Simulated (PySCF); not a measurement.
Q: Give a PBE0-D3(BJ)/def2-SVP geometry of `C=CB[NH][SnH3]`.

A: 
```
atom  x, y, z in Å
C1     2.3350    0.9103    0.7282
C2     1.0777    0.5165    0.4780
B3     0.7351   -0.5353   -0.6231
N4    -0.5816   -0.9136   -0.9197
Sn5   -2.3082   -0.2290   -0.0254
H6     3.1738    0.4923    0.1600
H7     2.5863    1.6529    1.4938
H8     0.2852    0.9765    1.0894
H9     1.6438   -1.0479   -1.2503
H10   -0.7155   -1.6063   -1.6492
H11   -3.5761   -1.0373   -0.8421
H12   -2.4055    1.4638   -0.2376
H13   -2.2725   -0.6409    1.6335
```

Any rigid rotation of these coordinates is as good. Atoms count from 1 in this order. The 5 heavy atoms lie in one plane (0.012 Å rms). Sn5 (tin bonded to N and 3 H) is distorted tetrahedral (angles from 104.9° to 111.5°). N4 (boron-bound nitrogen) is planar (angles 127.3°, 117.4° and 115.3°, sum 360.0°, 0.00 Å off the plane of its three neighbours). B3 (three-coordinate boron) is planar (angles 122.5°, 118.9° and 118.6°, sum 360.0°, 0.00 Å off the plane of its three neighbours).

Bonds between heavy atoms (Å): C1=C2 1.341, C2–B3 1.561, B3–N4 1.402, N4–Sn5 2.061.

The calculation used PBE0-D3(BJ)/def2-SVP geometry optimisation, gas phase, def2 core potentials past Kr (PySCF).

Point group: near Cs, missed by 0.09 Å at most; the miss may be what the optimiser left on a soft mode. PBE0-D3(BJ)/def2-SVP frequencies: not computed here. One conformer, not necessarily the lowest (C1–C2–B3–N4 -178°, C2–B3–N4–Sn5 0°).
